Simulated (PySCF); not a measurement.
Give a GFN2-xTB geometry of `c1ccc2[nH]ncc2c1`.

```xyz
15
C7H6N2 angstrom
C     -1.8986    0.5487    0.0345
C     -1.7794   -0.8484    0.0055
C     -0.5532   -1.4706   -0.0223
C      0.5717   -0.6504   -0.0209
N      1.9014   -0.9235   -0.0434
N      2.6406    0.1949   -0.0329
C      1.8145    1.2081   -0.0036
C      0.4663    0.7628    0.0065
C     -0.7936    1.3650    0.0351
H     -2.8869    0.9838    0.0567
H     -2.6778   -1.4477    0.0051
H     -0.4624   -2.5460   -0.0444
H      2.3543   -1.8219   -0.0644
H      2.1864    2.2130    0.0090
H     -0.8878    2.4401    0.0576
```

Orientation and origin are arbitrary. Atoms count from 1 in this order. The 5-membered ring C4–N5–N6–C7–C8 has internal angles of 104.0° to 111.8°; it is planar, 0.00 Å rms from its mean plane, widest ring torsion 0°. The C–C distances run from 1.374 Å (C1–C9, aromatic) to 1.420 Å (C7–C8, aromatic), a spread of 0.046 Å. The 2 C–N bonds span 1.308 Å (N6–C7, aromatic) to 1.358 Å (C4–N5, aromatic), a spread of 0.050 Å. N5 (pyrrole-type nitrogen) is planar (angles 128.4°, 119.8° and 111.8°, sum 360.0°, 0.00 Å off the plane of its three neighbours).

Bonds between heavy atoms (Å): C1–C2 1.402, C2–C3 1.375, C3–C4 1.392, C4–N5 1.358, N5–N6 1.341, N6–C7 1.308, C7–C8 1.420, C8–C9 1.397, C1–C9 1.374, C4–C8 1.417.

Structure optimised with GFN2-xTB, isolated species.

Point group: Cs (every atom within 0.08 Å of its image). GFN2-xTB frequencies: not computed here.
